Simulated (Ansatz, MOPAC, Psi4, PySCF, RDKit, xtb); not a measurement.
Complex: CH4O (SMILES CO) (first 6 atoms) with CH6Si (SMILES C[SiH3]); geometry from B3LYP-D3(BJ)/def2-TZVP, rigid monomers moved along the line of their centres of mass till O2···Si8 is 3.79 Å.
(charge 0, multiplicity 1):
```xyz
14

C      0.3369    -0.2705    -0.2764
O      0.5299     0.7842     0.6579
H     -0.2144    -1.1086     0.1618
H      1.3268    -0.6210    -0.5648
H     -0.1859     0.0709    -1.1759
H     -0.3309     1.1081     0.9428
C      1.2752     0.3022     4.4846
Si    -0.4445    -0.3499     4.1423
H      1.7435     0.6084     3.5489
H      1.8950    -0.4655     4.9517
H      1.2406     1.1622     5.1560
H     -1.2978     0.6925     3.5119
H     -1.1184    -0.7630     5.3994
H     -0.4131    -1.5232     3.2365
```

| level | interaction energy (kcal/mol) | cost |
|---|---|---|
| MMFF94 | -1.35 | - |
| UFF | -1.26 | - |
| GFN-FF | -0.89 | - |
| PM3 | -0.19 | - |
| GFN2-xTB | -1.91 | - |
| HF/STO-3G (no counterpoise) | -0.37 | - |
| HF/6-31G* | -0.81 | - |
| HF/6-31G* (no counterpoise) | -1.99 | - |
| HF/aug-cc-pV(D+d)Z | -0.77 | - |
| B3LYP/3-21G (no counterpoise) | -4.73 | - |
| B3LYP/6-31G* (no counterpoise) | -2.73 | - |
| B3LYP/6-311+G** (no counterpoise) | -0.99 | - |
| B3LYP-D3(BJ)/def2-TZVPPD | -2.19 | ×1 |
| M06-2X/6-31G* (no counterpoise) | -3.35 | - |
| wB97X-V/def2-TZVPPD | -2.17 | ×3 |
| wB97M-V/def2-TZVPPD | -2.10 | ×3 |
| MP2/6-31G* (no counterpoise) | -3.38 | - |
| MP2/aug-cc-pV(D+d)Z | -1.90 | - |
| CCSD(T)/aug-cc-pV(D+d)Z | -1.96 | ×40 |
| SAPT0/jun-cc-pV(D+d)Z | -1.72 | - |

The rows run from -4.73 (B3LYP/3-21G (no counterpoise)) to -0.19 kcal/mol (PM3). In aug-cc-pV(D+d)Z the value moves HF -0.77, MP2 -1.90, CCSD(T) -1.96, a shift of -1.20 from HF to CCSD(T).

Interaction energies are E(AB) − E(A) − E(B) at the monomers' geometry in the complex; basis-set methods are counterpoise corrected. Rows marked so take none. RDKit's UFF carries no charges.

Cores are frozen in the correlated methods. Rows in 3-21G, 6-311+G**, 6-31G*, STO-3G carry no dispersion term and start afresh at each structure (6-31G* with six Cartesian d functions). MP2/6-31G* freezes PySCF's default core. The state reached by PM3 isn't checked.

Programs: Ansatz (a program for electronic structure); MOPAC for PM3 (differences of heats of formation); Psi4 for SAPT; PySCF for 3-21G rows, 6-311+G** rows, 6-31G* rows, STO-3G rows, the dispersion terms; RDKit for the force fields; xtb for the GFN methods. 

Costs are rough ratios of core time to PBE/def2-TZVPPD (about 14 s over the structures, on one shared machine); a dash marks a level with no comparable run of its own.
